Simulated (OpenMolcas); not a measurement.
# Lines of As II: computed and rescaled rates

```json
{
  "Program": "OpenMolcas 26.06",
  "Method": "SS-CASPT2, IPEA 0.25 Eh, imaginary shift 0.1 Eh (closed shells correlated: 3d)",
  "Basis": "ANO-RCC-VTZP [6s5p3d1f]",
  "Scalar Hamiltonian": "DKH2, point nucleus",
  "Active space": "4 electrons in 8 orbitals (4s 4p 5s 5p)",
  "State averaging": "2S+1 = 3 even, 3 roots; 2S+1 = 1 even, 9 roots; 2S+1 = 5 odd, 1 root; 2S+1 = 3 odd, 9 roots; 2S+1 = 1 odd, 8 roots",
  "Spin-orbit coupling": "state interaction with AMFI integrals over the reference wave functions, term energies averaged over their components"
}
```

Rates come from the transition moments of the reference wave functions (E1 and E2 in the length form). At fixed line strength A goes as λ^-3 for E1 and M1 and as λ^-5 for E2, so a rate at the computed wavelength can be rescaled to the measured one. Measured vacuum wavelengths follow from level energies in NIST Handbook of Basic Atomic Spectroscopic Data. Branching counts decays inside the model space alone, at computed energies, and the table is only a selection of the E2 and M1 lines, drawn from those between levels with measured partners whose computed energy lies within a factor of 1.5 of the measured one.

```tsv
Upper	Lower	Type	λ computed (nm)	λ measured (nm)	A computed (s-1)	A rescaled (s-1)	Branching %
4s² 4p² ¹S₀	4s² 4p² ³P₁	M1	472.1	464.4	4.45e+00		70.1
4s² 4p² ¹S₀	4s² 4p² ¹D₂	E2	848.9	799.8	1.74e+00	2.34e+00	27.4
4s² 4p² ¹D₂	4s² 4p² ³P₂	M1	1233	1324	3.38e-01		65.0
4s² 4p² ¹D₂	4s² 4p² ³P₁	M1	1064	1107	1.78e-01		34.3
4s² 4p² ¹S₀	4s² 4p² ³P₂	E2	502.7	498.6	1.63e-01		2.6
4s² 4p² ³P₂	4s² 4p² ³P₁	M1	7753	6767	2.86e-02	4.30e-02	99.9
4s² 4p² ³P₁	4s² 4p² ³P₀	M1	11140	9403	1.29e-02	2.15e-02	100.0
4s² 4p² ¹D₂	4s² 4p² ³P₂	E2	1233	1324	3.07e-03		0.6
```

Spin-changing lines and M1 lines between different terms are not rescaled, since their strength hangs on the term gaps too.

The largest correction is for 4s² 4p² ³P₁ → 4s² 4p² ³P₀ (M1): 1.29e-02 × (11140 / 9403)^3 = 2.15e-02 s-1, a factor of 1.66.

No measured rate stands beside these. Rescaling mends the energy factor alone: line strengths can still be far off where a level mixes with configurations outside the active space, and weak or spin-changing lines hang on small mixing coefficients that depend on the term gaps too, so rescaling need not improve them.

Term energies are means over components that CASPT2 splits; among the terms shown or strongly mixed into the levels shown the widest spread is 32 cm-1 (4s² 4p² ¹D). Over all roots computed the reference weight is 0.84 to 0.98; the roots of lowest weight are the least certain, and an intruder state may touch them. The run also gave levels led by 4s² 4p 5p, 4s² 4p 5s, which use shells meant for correlation; these and all levels above them are left out. Computed and measured levels are paired by configuration, term and J; levels that our copy of the source lacks, or whose pairing is in doubt (as where it misses far off the trend of its configuration), stay unpaired. Levels of configurations outside the active space are missing.
